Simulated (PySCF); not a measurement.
# Tl: excitation energy

Tl [Xe] 4f14 5d10 6s2 6p1 (2P) → Tl [Xe] 4f14 5d10 6s1 6p1 6d1 (high-spin determinant), as a difference of total energies. Computed with PySCF 2.14 in x2c-TZVPPall with one added diffuse shell each of s, p, d, f type (12s8p7d4f, 99 functions), with the spin-free X2C one-electron Hamiltonian (Gaussian nucleus). Correlated levels: valence: [Xe] 4f14 5d10 frozen. The calculations carry no spin-orbit coupling.

| method | excitation energy (eV) |
| --- | --- |
| UHF | 9.208 |
| MP2 (valence) | 9.780 |
| SCS-MP2 (valence) | 9.953 |
| CCSD (valence) | 9.920 |
| CCSD(T) (valence) | 9.922 |

Question: How much does correlation contribute at CCSD(T) (valence)?

Answer: 9.922 − (9.208) = 0.714 eV, measured against UHF.

A first-order spin-orbit estimate (lowest level to lowest level, LS coupling) adds -0.034 eV.

The upper state lies above the first ionisation limit, but in LS coupling its spin forbids autoionisation to the ground ion; at this Z spin-orbit coupling breaks that rule.

The promoted electron is Rydberg-like, and one or two diffuse shells describe it only roughly, which tends to raise the upper state.

The coupled-cluster amplitudes are large for the upper state (T1 above 0.03 or a double amplitude above 0.15), so a single reference is strained.

The determinant of the upper state mixes LS terms, which raises its energy above the lowest term, most at the Hartree-Fock and MP2 levels.
